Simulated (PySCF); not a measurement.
# In³⁺: interval between two levels

In³⁺ [Kr] 4d10 → In³⁺ [Kr] 4d9 5p1 [3F4, M_J = 4], as a difference of total energies. Computed with PySCF 2.14 in x2c-TZVPall-2c (8s9p5d2f, 74 functions), with the two-component X2C-1e Hamiltonian. Correlated levels: [Ar] 3d10 frozen; the 6 highest virtual spinors dropped. "Screened" scales the spin-orbit matrix elements by Boettger's factors to mimic the two-electron term; Breit and QED terms are absent.

```json
{"method": "GHF (spin-free)", "interval between two levels (cm⁻¹)": "197510"}
{"method": "GMP2 (spin-free)", "interval between two levels (cm⁻¹)": "200620"}
{"method": "GHF (screened spin-orbit)", "interval between two levels (cm⁻¹)": "196320"}
{"method": "GMP2 (screened spin-orbit)", "interval between two levels (cm⁻¹)": "199470"}
```

The labels give the starting determinants; with spin-orbit coupling the two ends relaxed to ⟨J²⟩ = 0.00, ⟨L²⟩ = 0.02, ⟨S²⟩ = 0.02 and ⟨J²⟩ = 20.01, ⟨L²⟩ = 12.02, ⟨S²⟩ = 2.02.
